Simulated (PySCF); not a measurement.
A structure optimised at PBE-D3(BJ)/def2-SVP, used in a PySCF frequency run:

```
B
N 1 1.4218
C 2 1.2128 1 159.14
O 3 1.1790 1 172.14 2 180.00
N 1 1.4218 2 119.37 3 180.00
C 5 1.2128 1 159.14 2 180.00
O 6 1.1790 1 172.14 2 180.00
H 1 1.2168 2 120.32 3 0.00
```

Problem. Write its SMILES, formula and point group.

Solution. O=C=NBN=C=O, C2HBN2O2, C2v

Problem. What are its rotational constants (standard atomic weights)?

Solution. 31.380, 0.85392, 0.83130 GHz
